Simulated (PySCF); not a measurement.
Vertical excitations of a molecule C₂H₅NO₂Si from TDA-M06-2X/def2-SVPD run with PySCF, as energy in eV (oscillator strength): 4.37 (0.000), 6.96 (0.129), 7.10 (0.002), 7.43 (0.021), 7.54 (0.038), 7.86 (0.019), 8.04 (0.005), 8.26 (0.073), 8.41 (0.033), 8.50 (0.012). Lowest triplet (TDA): 3.64 eV. The structure is a stationary point at ωB97X-D3(BJ)/def2-SVP. One conformer was computed; it need not be the lowest.

Task: Which molecule gave these data?
A) O[Si@@H]1C=NCO1
B) C[Si@@]1(O)N=CO1
C) O[Si@@H]1COC=N1
D) [SiH3]OC1=NCO1

Result: A, O[Si@@H]1C=NCO1
